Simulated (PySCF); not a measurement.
Electron correlation in Pm (promethium, neutral)

[Xe] 4f6 6s1, high-spin 8F determinant (an excited configuration). Calculation: PySCF 2.14, in cc-pVDZ-X2C (8s7p5d3f1g, 84 functions); the spin-free X2C one-electron Hamiltonian (Gaussian nucleus). Frozen: [Kr] 4d10; 15 electrons correlated.

MP2 pair energies summed by pair of shells (mhartree):

```json
{"pair": "4f-5p", "energy": "-149.45", "share (%)": "32.5"}
{"pair": "5p-5p", "energy": "-116.77", "share (%)": "25.4"}
{"pair": "4f-4f", "energy": "-107.77", "share (%)": "23.5"}
{"pair": "5s-5p", "energy": "-33.30", "share (%)": "7.2"}
{"pair": "4f-5s", "energy": "-28.08", "share (%)": "6.1"}
{"pair": "5p-6s", "energy": "-12.16", "share (%)": "2.6"}
{"pair": "5s-5s", "energy": "-6.15", "share (%)": "1.3"}
{"pair": "4f-6s", "energy": "-5.15", "share (%)": "1.1"}
{"pair": "5s-6s", "energy": "-0.58", "share (%)": "0.1"}
```

Total MP2 correlation energy: -459.42 mhartree.

Same-spin part -224.96 and opposite-spin part -234.45 mhartree; SCS-MP2 scales them by 1/3 and 6/5 to -356.33 mhartree.
